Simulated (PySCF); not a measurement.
Job file and geometry (Å, from PBE0-D3(BJ)/def2-SVP) of an NMR shielding run on SMILES COP(=O)(OC)OCCC[C@H](C)O, C7H17O5P, GIAO B3LYP/pcSseg-1 NMR shielding, non-relativistic, gas phase (PySCF 2.14.0, density-fitted response routines); density fitting, a coarse starting grid and PySCF grid level 2 are the driver's defaults:

```
$ OMP_NUM_THREADS=1 python probes_run.py task.json out

{"job": {"kind": "nmr", "xc": "B3LYP", "basis": "pcSseg-1", "pop": false}, "charge": 0, "multiplicity": 1}
C      3.712203    -2.497529     0.709230
O      2.499186    -1.780424     0.854591
P      2.539533    -0.184282     1.004082
O      3.293831     0.395245     2.127523
O      3.077978     0.239071    -0.459097
C      3.740073     1.480388    -0.637535
O      0.985005     0.164052     1.017793
C      0.086249    -0.304727     0.017625
C     -1.313296     0.097109     0.416149
C     -2.355554    -0.364959    -0.588988
C     -3.776397     0.117907    -0.306279
C     -4.344293    -0.407476     1.002492
O     -4.624791    -0.186803    -1.389245
H      4.144308    -2.329624    -0.289966
H      3.478473    -3.562809     0.831493
H      4.440687    -2.195335     1.477832
H      4.406020     1.378858    -1.504896
H      4.326445     1.739398     0.256614
H      3.011813     2.282865    -0.836227
H      0.363203     0.133147    -0.956994
H      0.174727    -1.400333    -0.069932
H     -1.516428    -0.319356     1.415654
H     -1.346196     1.194762     0.522882
H     -2.362385    -1.470984    -0.638548
H     -2.090999    -0.012877    -1.600333
H     -3.758092     1.221236    -0.262799
H     -3.767994    -0.061723     1.873367
H     -4.337356    -1.511442     1.013959
H     -5.383976    -0.070358     1.121354
H     -4.697955    -1.146679    -1.439553
```

Task: What does the program print?

Result: 
```
coarse grid: 25200 points
cycle   1  E = -993.9404338668  dE =  2.007e+00  |g| = 1.473e+00  |ddm| = 4.854e+00
cycle   2  E = -993.2904802551  dE =  6.500e-01  |g| = 2.372e+00  |ddm| = 2.844e+00
cycle   3  E = -994.2946455114  dE = -1.004e+00  |g| = 3.873e-01  |ddm| = 2.021e+00
cycle   4  E = -994.3213406788  dE = -2.670e-02  |g| = 1.123e-01  |ddm| = 3.269e-01
cycle   5  E = -994.3232108909  dE = -1.870e-03  |g| = 2.932e-02  |ddm| = 6.995e-02
cycle   6  E = -994.3233912812  dE = -1.804e-04  |g| = 8.251e-03  |ddm| = 2.707e-02
cycle   7  E = -994.3234055411  dE = -1.426e-05  |g| = 2.009e-03  |ddm| = 7.531e-03
cycle   8  E = -994.3234062403  dE = -6.992e-07  |g| = 6.369e-04  |ddm| = 1.877e-03
final grid: 237752 points
cycle   9  E = -994.4737077586  dE = -6.288e-05  |g| = 1.034e-02  |ddm| = 3.166e-02
cycle  10  E = -994.4736897649  dE =  1.799e-05  |g| = 1.404e-02  |ddm| = 1.641e-02
cycle  11  E = -994.4737306888  dE = -4.092e-05  |g| = 1.544e-03  |ddm| = 9.847e-03
cycle  12  E = -994.4737310981  dE = -4.093e-07  |g| = 3.840e-04  |ddm| = 1.252e-03
cycle  13  E = -994.4737311164  dE = -1.831e-08  |g| = 2.147e-04  |ddm| = 4.054e-04
cycle  14  E = -994.4737311246  dE = -8.270e-09  |g| = 4.061e-05  |ddm| = 1.672e-04
cycle  15  E = -994.4737311249  dE = -2.831e-10  |g| = 1.121e-05  |ddm| = 3.714e-05
converged SCF energy = -994.4737311249

GIAO shielding tensors (ppm)
atom      isotropic    diamagn.    paramagn.     s11        s22        s33       span
  0 C      126.148     235.548    -109.400     95.650    103.130    179.664     84.014
  1 O      256.494     411.053    -154.559    180.144    257.805    331.531    151.386
  2 P      308.687     971.102    -662.415    219.048    237.257    469.757    250.709
  3 O      199.766     397.034    -197.268    160.579    194.977    243.743     83.164
  4 O      262.041     407.786    -145.744    195.912    248.088    342.124    146.211
  5 C      124.831     239.421    -114.590     95.268     99.991    179.233     83.965
  6 O      226.379     407.861    -181.482    175.075    193.321    310.743    135.668
  7 C      108.700     252.561    -143.861     75.380     94.712    156.008     80.628
  8 C      147.435     253.917    -106.483    127.515    149.554    165.235     37.719
  9 C      138.813     250.103    -111.289    119.609    133.551    163.280     43.671
 10 C      107.439     246.959    -139.520     81.310     96.742    144.266     62.956
 11 C      153.803     246.488     -92.684    139.052    143.352    179.006     39.955
 12 O      248.059     387.243    -139.183    228.274    246.583    269.320     41.046
 13 H       27.858      26.720       1.138     23.327     26.134     34.114     10.787
 14 H       27.819      26.511       1.308     23.423     25.490     34.544     11.122
 15 H       27.532      22.887       4.645     23.113     25.468     34.015     10.902
 16 H       27.784      26.449       1.336     23.555     25.224     34.574     11.019
 17 H       27.191      26.233       0.957     22.710     25.859     33.004     10.294
 18 H       27.876      31.563      -3.687     22.910     26.139     34.579     11.669
 19 H       27.776      38.703     -10.927     22.097     29.035     32.197     10.099
 20 H       27.683      38.236     -10.553     21.770     28.613     32.665     10.896
 21 H       29.947      36.826      -6.879     24.660     32.035     33.146      8.485
 22 H       29.978      36.875      -6.897     25.157     31.575     33.202      8.045
 23 H       30.835      35.622      -4.787     27.318     31.778     33.408      6.090
 24 H       29.862      34.977      -5.114     25.185     31.246     33.155      7.970
 25 H       27.991      31.561      -3.571     25.071     28.199     30.702      5.632
 26 H       29.956      30.859      -0.903     25.032     30.100     34.736      9.704
 27 H       30.931      30.116       0.815     27.995     29.527     35.271      7.276
 28 H       29.845      25.259       4.586     26.265     27.154     36.116      9.851
 29 H       31.914      31.141       0.774     24.759     29.784     41.201     16.442
```

Task: Turn these shieldings into chemical shifts. References, each an isolated molecule treated in the same way: 13C (σ = 179.24 ppm), 1H (σ = 31.38 ppm) against TMS; 17O (σ = 334.04 ppm) against H2O; 31P (σ = 297.42 ppm) vs H3PO4.

Result: Averaging equivalent atoms: C 10: 71.8; C 7: 70.5; C 5: 54.4; C 0: 53.1; C 9: 40.4; C 8: 31.8; C 11: 25.4; O 3: 134.3; O 6: 107.7; O 12: 86.0; O 1: 77.5; O 4: 72.0; P 2: -11.3; H 16/17/18: 3.77; H 20: 3.70; H 13/14/15: 3.65; H 19: 3.61; H 25: 3.39; H 24: 1.52; H 21: 1.44; H 22: 1.40; H 26/27/28: 1.14; H 23: 0.55; H 29: -0.53 ppm. Experimental scales use liquid or dissolved standards, which lie at an offset from isolated H2O (liquid H2O: subtract about 36 ppm) and H3PO4.

Size and cost of the density-fitted run: 313 basis functions, 2.6 min wall time on 1 thread of an Intel Xeon Platinum 8259CL, shared host; peak memory 1.8 GiB.
